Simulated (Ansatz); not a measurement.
```xyz
5

Ge    0.0000    0.0000    0.0000
H     0.8165    0.8165    0.8165
H     0.8165   -0.8165   -0.8165
H    -0.8165    0.8165   -0.8165
H    -0.8165   -0.8165    0.8165
```

Basis set: 6-31G* (spherical functions). Frozen core: 9 orbitals. Charge 0, multiplicity 1.

Computed with Ansatz (development build ahead of 0.2.0); each method stands on the lowest determinant of its kind that the runs found. Restricted open shells among the atoms or ions are ROHF, correlated in semicanonical orbitals with singles.

Task: Give the atomization energy at this shape (free ground-state atoms in the same class of orbitals less the molecule, no zero-point energy) of singlet GeH₄ by RHF-MP2, RHF.

Result:

| method | atomization energy |
| --- | --- |
| RHF-MP2 | 975.7 kJ/mol |
| RHF | 861.5 kJ/mol |

Caution: the shape is not the minimum.
